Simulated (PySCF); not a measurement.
## Mg (magnesium, neutral) across methods

[Ne] 3s2, closed-shell 1S. Calculation: PySCF 2.14, in aug-cc-pCVTZ-DK (8s7p5d3f, 75 functions); scalar relativity by spin-free X2C-1e.

```tsv
method	E (hartree)	mean ε 2s (eV)	mean ε 2p (eV)	mean ε 3s (eV)	Σ⟨r²⟩ (bohr²)	⟨S²⟩
CAM-B3LYP	-200.3885	-86.469	-51.904	-6.493	28.07	0.000
LDA	-199.4403	-79.201	-46.636	-4.780	28.02	0.000
M06	-200.3698	-86.214	-50.864	-5.316	27.26	0.000
LC-wPBE	-200.3016	-86.056	-52.462	-7.504	28.27	0.000
r2SCAN	-200.3505	-83.002	-48.128	-4.821	28.41	0.000
PBE0	-200.2780	-85.821	-50.686	-5.432	28.28	0.000
r2SCANh	-200.3484	-85.012	-49.588	-5.088	28.41	0.000
UHF	-199.91960	-102.85	-62.053	-6.896	29.54	0.000
PBE	-200.2628	-79.784	-46.558	-4.704	28.23	0.000
```
